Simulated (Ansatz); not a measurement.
In(H2S)H3 (InH₅S). Charge 0, multiplicity 3. Geometry r2SCAN-D4/def2-TZVP, that of the neutral singlet.

```
atom    x (Å)    y (Å)    z (Å)
 In1  -0.8670  -0.5339   0.6808
  S2   1.4426   0.7716  -0.3555
  H3   1.6015  -0.0882  -1.3764
  H4   0.7444   1.6306  -1.1178
  H5   0.0242  -1.8666   1.3207
  H6  -1.6433  -0.6993  -0.8566
  H7  -1.3023   0.7858   1.7048
```

In the def2 sets In takes a core potential; there is no spin–orbit coupling. At PBE-D4/def2-TZVP the gap within one spin of the charge 0 triplet nearly closes, so an electron or hole may be smeared out by delocalisation error. At PBE0-D4/def2-TZVP a singlet of charge 0 lies 5.44 eV below the triplet at the same geometry.

Task: Estimate the α-spin orbital energies around the gap (eV) in Ansatz with PBE-D4/def2-TZVP, r2SCAN-D4/def2-TZVP, PBE0-D4/def2-TZVP.

Result: 
```
orbital  PBE-D4/def2-TZVP  r2SCAN-D4/def2-TZVP  PBE0-D4/def2-TZVP
 HOMO−5            -11.92               -12.44             -13.44
 HOMO−4            -10.14               -10.59             -11.58
 HOMO−3             -8.87                -9.29             -10.27
 HOMO−2             -7.65                -7.95              -8.90
 HOMO−1             -7.61                -7.85              -8.72
   HOMO             -2.08                -2.10              -2.66
   LUMO             -1.37                -1.19              -0.37
 LUMO+1             -1.11                -0.87              -0.21
 LUMO+2             -0.75                -0.43               0.05
 LUMO+3              0.17                 0.55               0.78
 LUMO+4              0.25                 0.66               0.89
 LUMO+5              1.07                 1.65               1.81
 β HOMO             -7.13                -7.26              -8.03
 β LUMO             -7.25                -7.04              -6.43
```
